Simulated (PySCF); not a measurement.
# How methods differ on the ionisation energy of Mn(2+)

Mn(2+) [Ar] 3d5 (6S) → Mn(3+) [Ar] 3d4 (5D), as a difference of total energies. Calculation: PySCF 2.14, in def2-TZVP; the non-relativistic Hamiltonian (point nucleus). Correlated levels: valence: [Ar] frozen. The calculations carry no spin-orbit coupling.

```
           method  ionisation energy (eV)
              UHF                  32.631
           M06-2X                  33.622
             BP86                  34.235
    MP2 (valence)                  33.335
SCS-MP2 (valence)                  32.866
```

Task: How much does correlation contribute at MP2 (valence)?

Result: 33.335 − (32.631) = 0.704 eV, measured against UHF.

These non-relativistic numbers lack the scalar-relativistic shift.

The reference lies between the lowest fine-structure levels, while these numbers refer to the centres of the terms.

Errors of the correlated levels include the incompleteness of this basis and the frozen core.

For comparison: 33.668 ± 0.012 eV (measured; NIST Atomic Spectra Database, ionization energies).
